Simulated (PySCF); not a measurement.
Molecule: SMILES O=C1CCC(=O)O1, C4H4O3.

Atom-mapped SMILES (the numbers label the heavy atoms): `[O:1]=[C:2]1[CH2:3][CH2:4][C:5](=[O:6])[O:7]1` (H(Xn): hydrogen on atom n).

Geometry PBE0-D3(BJ)/def2-SVP throughout; GIAO in PySCF 2.14, gas phase, one conformer, non-relativistic; equivalent atoms averaged; functional PBE0.

For orientation, cc-pVDZ gives these shifts δ (against H2O, TMS at the same level): O1/O6 434.4, O7 338.2, C2/C5 166.0, C3/C4 27.6, H(C3)/H(C4) 2.30 ppm.

A run gave: O1/O6 419.5, O7 335.6, C2/C5 169.1, C3/C4 28.2, H(C3)/H(C4) 2.71 ppm (shifts δ (against H2O, TMS at the same level)).

Q: Which basis set was used in that run?
A. 6-31G*
B. IGLO-III
C. def2-SVP
D. aug-cc-pVDZ

A: D. O1/O6 tells them apart best: aug-cc-pVDZ gives 419.5, IGLO-III gives 452.0, 6-31G* gives 406.3, def2-SVP gives 438.0 ppm.
